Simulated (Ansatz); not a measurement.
Relaxation of CH₆N₂OSi (11 atoms, charge 0, multiplicity 1), to a largest force component of 0.015 eV/Å in at most 40 steps.

These are results of RKS PBE-D4/def2-SVP (Ansatz), not measurements.

```xyz
11
Properties=species:S:1:pos:R:3
N 0.726 1.156 0.776
C 0.421 0.013 -0.006
O 1.463 -0.904 -0.006
N -0.732 -0.562 0.357
Si -0.935 -0.127 -1.295
H 0.683 2.004 0.229
H 0.080 1.273 1.525
H 1.190 -1.738 0.330
H -1.336 0.123 0.940
H -2.068 0.838 -1.254
H -1.121 -1.399 -1.987
```

Q: Where does it end, and by what steps?

A: The forces met the threshold. After 16 steps the energy has fallen by 1.278 eV; H7 moved furthest, 1.13 Å.

| step | energy less start (eV) | largest force component (eV/Å) | accepted |
| --- | --- | --- | --- |
| 0 | 0.0000 | 5.082 | yes |
| 1 | -0.7868 | 1.935 | yes |
| 2 | -0.9514 | 0.534 | yes |
| 3 | -0.9771 | 0.249 | yes |
| 4 | -0.9945 | 0.273 | yes |
| 5 | -1.0144 | 0.512 | yes |
| 6 | -1.0359 | 0.512 | yes |
| 7 | -1.0674 | 0.989 | yes |
| 8 | -1.1251 | 1.226 | yes |
| 9 | -1.2004 | 0.868 | yes |
| 10 | -1.2257 | 0.423 | yes |
| 11 | -1.1983 | 0.485 | no |
| 12 | -1.2721 | 0.261 | yes |
| 13 | -1.2768 | 0.162 | yes |
| 14 | -1.2748 | 0.276 | no |
| 15 | -1.2779 | 0.031 | yes |
| 16 | -1.2782 | 0.014 | yes |

```xyz
11
Properties=species:S:1:pos:R:3
N 0.530 1.241 0.842
C 0.354 0.005 0.164
O 1.572 -0.665 0.163
N -0.816 -0.746 0.470
Si -1.064 -0.207 -1.208
H 1.434 1.670 0.612
H -0.221 1.908 0.639
H 1.345 -1.609 0.063
H -1.293 -0.584 1.368
H -1.997 0.975 -1.355
H -1.474 -1.312 -2.149
```

Time of the run: 39 s on 2 threads of Arm Neoverse V1, on a shared host, peak memory 0.15 GiB.
